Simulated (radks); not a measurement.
Numerical settings for the ruthenium ion Ru3+, [Kr] 4d5. All-electron calculation, Dirac Kohn-Sham, BLYP, spin-unpolarised, spherical densities, point nucleus; open shells fill j = l - 1/2 first. Program: a radial shooting solver on a logarithmic mesh with Libxc functionals. The defaults (mesh step 0.008 in ln r, mesh end at 40 bohr or more with all orbitals vanishing there, Anderson mixing 0.5 over 9 steps, residual threshold near 1e-9 with the energy settled to 1e-9 hartree or 1e-11 of itself, here a cap of 89 iterations) give E = -4530.0672 hartree and 4d5/2 at -36.977 eV in 14 iterations. Run on one thread of a shared host, so times are rough (Arm Neoverse V2): 0.11 s of CPU time, 0.11 s wall, 14 iterations on 2476 mesh points. Changes against that run (0 stands for a change within the tolerance of the run):

| setting | iterations | converged | E (mhartree) | e(4d5/2) (meV) | CPU (s) |
|---|---|---|---|---|---|
| mesh step in ln r 0.012 | 14 | yes | 0 | 0 | 0.07 |
| mesh step in ln r 0.003 | 14 | yes | 0 | 0 | 0.27 |
| mesh step in ln r 0.03 | 14 | yes | +0.000697 | 0 | 0.04 |
| mesh end (bohr) 20 | 14 | yes | 0 | 0 | 0.11 |
| mesh end (bohr) 3 | 14 | yes | +310 | +4.52e+03 | 0.1 |
| residual threshold 0.1 | 9 | yes | 0 | -0.294 | 0.08 |
| residual threshold 1e-13 | 20 | yes | 0 | 0 | 0.13 |
| mixing 1.5 | 15 | yes | 0 | 0 | 0.11 |
| linear mixing, mixing 1 | 89 | no | +0.00529 | -25.6 | 0.72 |
| linear mixing, mixing 0.8 | 36 | yes | 0 | 0 | 0.24 |
| mixing history 3 | 17 | yes | 0 | 0 | 0.12 |
| iteration cap 8 | 8 | no | 0 | -0.294 | 0.07 |

Settings that end as converged yet miss the energy by more than 1 mhartree: mesh end (bohr) 3 (+0.31 hartree). A mesh that ends early acts as a hard wall.
